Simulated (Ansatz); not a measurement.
Geometry optimisation, Ansatz 0.2.0, RKS PBE/def2-SVP.

Input file:

```yaml
crystal:
  periodic: [false, false, false]
  atoms:
    - { symbol: Ti, position_ang: [-0.449506, 0.067303, -0.590992] }
    - { symbol: Cl, position_ang: [0.444275, -1.696678, 2.385979] }
    - { symbol: "N", position_ang: [1.216948, 0.63454, 0.068392] }
    - { symbol: H, position_ang: [1.824376, 1.363275, -0.372225] }
    - { symbol: H, position_ang: [1.68064, 0.198437, 0.882196] }
    - { symbol: "N", position_ang: [-1.14604, 1.195489, -1.92095] }
    - { symbol: H, position_ang: [-1.968025, 1.010734, -2.508661] }
    - { symbol: H, position_ang: [-0.888184, 2.187353, -2.005052] }
    - { symbol: "N", position_ang: [-0.853399, -1.76075, -0.795847] }
    - { symbol: H, position_ang: [-1.687594, -2.095925, -1.296418] }
    - { symbol: H, position_ang: [-0.416971, -2.550942, -0.29839] }
    - { symbol: Si, position_ang: [-2.24069, 0.589718, 1.055506] }
    - { symbol: H, position_ang: [-3.635904, 0.239863, 0.558399] }
    - { symbol: H, position_ang: [-2.132232, -0.28029, 2.33412] }
    - { symbol: H, position_ang: [-2.372115, 1.983357, 1.640962] }
    - { symbol: H, position_ang: [-0.758378, -1.085484, 2.486079] }
basis:
  gaussian: { orbitals: def2-SVP }
hamiltonian:
  xc: pbe
relax:
  f_tol: 0.03
  max_steps: 50
```

Run as:

```bash
$ ansatz run input.yaml --threads 4 --pin off --max-ram 5120MiB --backend cpu --events-out ev --progress --plain --runs-dir out
```

Q: Where does it end, and by what steps?

A: The forces met the threshold. The force dipped under the threshold on the way, but the program's further checks kept it going. After 11 steps the energy has fallen by 0.177 eV; H4 moved furthest, 0.73 Å.

```json
{"step": "0", "energy less start (eV)": "0.0000", "largest force component (eV/Å)": "0.726", "accepted": "yes"}
{"step": "1", "energy less start (eV)": "-0.0573", "largest force component (eV/Å)": "0.879", "accepted": "yes"}
{"step": "2", "energy less start (eV)": "-0.1101", "largest force component (eV/Å)": "0.910", "accepted": "yes"}
{"step": "3", "energy less start (eV)": "-0.1469", "largest force component (eV/Å)": "0.242", "accepted": "yes"}
{"step": "4", "energy less start (eV)": "-0.1663", "largest force component (eV/Å)": "0.172", "accepted": "yes"}
{"step": "5", "energy less start (eV)": "-0.1658", "largest force component (eV/Å)": "0.234", "accepted": "no"}
{"step": "6", "energy less start (eV)": "-0.1740", "largest force component (eV/Å)": "0.055", "accepted": "yes"}
{"step": "7", "energy less start (eV)": "-0.1764", "largest force component (eV/Å)": "0.010", "accepted": "yes"}
{"step": "8", "energy less start (eV)": "-0.1763", "largest force component (eV/Å)": "0.028", "accepted": "yes"}
{"step": "9", "energy less start (eV)": "-0.1762", "largest force component (eV/Å)": "0.070", "accepted": "no"}
{"step": "10", "energy less start (eV)": "-0.1768", "largest force component (eV/Å)": "0.034", "accepted": "yes"}
{"step": "11", "energy less start (eV)": "-0.1769", "largest force component (eV/Å)": "0.016", "accepted": "yes"}
```

```xyz
16
Properties=species:S:1:pos:R:3
Ti -0.507 0.108 -0.784
Cl 0.418 -1.989 2.432
N 1.048 0.613 0.129
H 1.457 1.550 0.227
H 1.451 -0.019 0.837
N -1.137 1.200 -2.178
H -1.900 0.956 -2.822
H -0.908 2.194 -2.300
N -0.839 -1.734 -0.858
H -1.580 -2.234 -1.363
H -0.424 -2.352 -0.145
Si -2.177 0.654 1.110
H -3.637 0.286 0.913
H -1.831 -0.157 2.376
H -2.207 2.067 1.661
H -0.610 -1.144 2.388
```

Whether the end is a true minimum wasn't checked by a vibrational analysis.

Run time: 39 s on 4 threads of Arm Neoverse V2, with other jobs on the host, peak memory 0.26 GiB.
